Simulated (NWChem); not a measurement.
System: InClF$_{2}$; SMILES [Cl][In]([F])[F]

Input file for NWChem:

```
start job
memory heap 200 mb stack 900 mb global 1100 mb
geometry units angstroms noautoz
  In     0.000000     0.000000     0.284562
  F      0.000000    -1.653461     1.296014
  F      0.000000     1.653461     1.296014
  Cl     0.000000     0.000000    -2.023836
end
basis spherical
  * library sto-3g
end
dft
  xc hfexch
  iterations 150
  mulliken
end
task dft energy
```

All runs use the structure optimised with PBE0/def2-SVP (def2 core potentials past Kr).

Give the results of this calculation. (Hartree-Fock/STO-3G, non-relativistic.) Quantities: basis functions; energy (Ha); highest occupied level (eV); orbital gap (eV); dipole (D).


```json
{
  "number_of_basis_functions": "46",
  "energy (Ha)": "-6333.63",
  "highest occupied level (eV)": "-9.30",
  "orbital gap (eV)": "14.81",
  "dipole (D)": "1.80"
}
```
